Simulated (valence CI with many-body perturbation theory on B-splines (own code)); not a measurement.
**Sensitivity of CI+MBPT for Tc XII**

Computed by configuration interaction combined with many-body perturbation theory (CI+MBPT): four valence electrons over a frozen Dirac-Fock core [Ar] 3d10, radial functions for each j: 6 s, 6 p, 5 d, 3 f, 1 g, with the one-electron correlation potential Σ1, the two-electron term Σ2, the three-electron term Σ3, Breit, model QED; selected CI, second order for the rest, scaled by the run's own slope (own B-spline code, finite nucleus).

No measured levels were compared; by estimate levels hold to about 250 cm⁻¹ or 0.2 % of their energy and the worst to 1 %, as in measured heavy ions of charge 2 to 7; those with d or f electrons hold less well.

The reference run has the lowest level 4s2 4p2 3P_0 and an ionisation energy of 239.984 eV. Its largest variational space holds 9987 state functions.

Names give the largest LS component (configuration and term), which can be under half, so a name can repeat, a term be missing and a line seem to break the LS rules; names also repeat where a configuration has a term twice.

Changed runs:
A. three-electron term on → off; scale of Σ1 1 → 0; scale of Σ2 1 → 0
B. size limit of the variational space 10000 → 6000
C. scale of Σ1 1 → 0
D. logarithmic knot step 0.27 → 1.1 (bad on purpose)

Excitation energies of the reference run in cm⁻¹, and shifts in cm⁻¹:

| Level | Reference | A | B | C | D |
| --- | --- | --- | --- | --- | --- |
| 4s2 4p2 3P_1 | 21481 | -671 | +0.1 | -405 | +332 |
| 4s2 4p2 3P_2 | 32014 | -597 | +0.4 | -474 | +349 |
| 4s2 4p2 1D_2 | 63893 | -978 | 0 | -875 | +577 |
| 4s2 4p2 1S_0 | 95761 | -307 | 0 | -928 | +269 |
| 4s 4p3 5S°_2 | 220631 | -4780 | +0.2 | -1309 | -19142 |
| 4s 4p3 3D°_1 | 272559 | -2645 | +0.4 | -1358 | -18788 |
| 4s 4p3 3D°_2 | 274141 | -2931 | +0.5 | -1433 | -18739 |
| 4s 4p3 3D°_3 | 282755 | -3255 | -0.2 | -1601 | -18617 |
| 4s 4p3 3P°_0 | 309860 | -2209 | 0 | -1653 | -18749 |
| 4s 4p3 3P°_1 | 312976 | -2238 | 0 | -1720 | -18677 |
| 4s 4p3 3P°_2 | 316522 | -2330 | +0.3 | -1774 | -18356 |
| 4s 4p3 1D°_2 | 349792 | -1041 | +0.3 | -1928 | -17278 |
| Ionisation energy (eV) | 239.984 | -0.884 | 0 | -1.090 | -0.276 |
